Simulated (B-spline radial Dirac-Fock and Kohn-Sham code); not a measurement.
Free-atom binding energies and absorption edges of Cd

The computed values come from a radial finite-basis atomic code: ΔSCF Dirac-Fock with Breit, self-energy and vacuum polarisation, finite nucleus, configuration average. Correlation and solid-state effects are left out.

Input of the calculation (task.json; shells as n, l, electrons):

```json
{"items": [{
  "Z": 48,
  "q": 0,
  "cfg": [[1, 0, 2], [2, 0, 2], [2, 1, 6], [3, 0, 2], [3, 1, 6], [3, 2, 10], [4, 0, 2], [4, 1, 6], [4, 2, 10], [5, 0, 2]],
  "A": 114,
  "rrms": 4.6087,
  "do": ["binding"],
  "screen": [5, 1]
}]}
```

Command: `python xray_run.py task.json out`

Two models are given for 1s2 2s2 2p6 3s2 3p6 3d10 4s2 4p6 4d10 5s2. In the first the electron is removed to infinity. In the second it is placed in the 5p shell, so that the atom stays neutral; this mimics a hole screened by valence charge, or the onset of absorption below the ionisation limit. The tabulated edges (Elam, Ravel and Sieber, Radiat. Phys. Chem. 63, 121 (2002)) refer to the element in its standard state, with the Fermi level as zero for a metal.

```csv
level,ionised (eV),screened (eV),tabulated (eV),ionised − table,screened − table
K,26718.0,26712.8,26711.0,+7.0,+1.8
L1,4032.3,4027.2,4018.0,+14.3,+9.2
L2,3735.8,3730.7,3727.0,+8.8,+3.7
L3,3546.0,3540.9,3538.0,+8.0,+2.9
M1,780.9,775.7,772.0,+8.9,+3.7
M2,661.8,656.7,652.6,+9.2,+4.1
M3,627.0,621.9,618.4,+8.6,+3.5
M4,418.2,413.0,411.9,+6.3,+1.1
M5,411.4,406.3,405.2,+6.2,+1.1
N1,123.8,118.6,109.8,+14.0,+8.8
N2,84.05,78.94,63.90,+20.1,+15.0
N3,78.27,73.16,63.90,+14.4,+9.3
```

The screened model lies closer: the mean absolute deviations are 10.5 eV (ionised) and 5.4 eV (screened). Screening lowers the levels by 5.1 eV on average.
